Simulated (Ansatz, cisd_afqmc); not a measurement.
Species: KF, charge 0, singlet. KF (SMILES [K][F]).
B3LYP-D3(BJ)/def2-TZVP minimum from Ansatz (a program for electronic structure):
```xyz
2

K      0.0000     0.0000    -0.7078
F      0.0000     0.0000     1.4942
```
Charge 0, spin multiplicity 1.

Total energies in def2-SVP, 8 correlated electrons, 10 frozen orbitals. Open shells are spin-unrestricted; no spin-orbit coupling. Correlated methods leave the cores frozen (noble-gas shells, and filled d and f shells in the p block). No relativity. AFQMC is phaseless with a CISD trial state; ± is one standard error, without the phaseless bias. Outlying blocks are dropped, and bars are widened where a walk drifts. Over all cases where full CI ran beside it in this data, AFQMC minus full CI had a median of +0.1 mEh and passed +0.4 mEh in a tenth of the cases.

```json
[
 {"method": "HF", "program": "Ansatz", "energy (Eh)": "-698.46306", "minus CCSDTQ (mEh)": "204.79"},
 {"method": "MP2", "program": "Ansatz", "energy (Eh)": "-698.66445", "minus CCSDTQ (mEh)": "3.40"},
 {"method": "CCSD", "program": "Ansatz", "energy (Eh)": "-698.66540", "minus CCSDTQ (mEh)": "2.44"},
 {"method": "CCSD(T)", "program": "Ansatz", "energy (Eh)": "-698.66725", "minus CCSDTQ (mEh)": "0.59"},
 {"method": "CCSDT(Q)", "program": "Ansatz", "energy (Eh)": "-698.66791", "minus CCSDTQ (mEh)": "-0.06"},
 {"method": "CCSDTQ", "program": "Ansatz", "energy (Eh)": "-698.66785", "minus CCSDTQ (mEh)": "0.00"},
 {"method": "AFQMC/CISD", "program": "cisd_afqmc", "energy (Eh)": "-698.6678 ± 0.0002", "minus CCSDTQ (mEh)": "0.0 ± 0.2"}
]
```

Rough core times of Ansatz's runs on a shared machine: CCSD(T) under 20 s, CCSDT(Q) under 20 s, CCSDTQ 70 s.
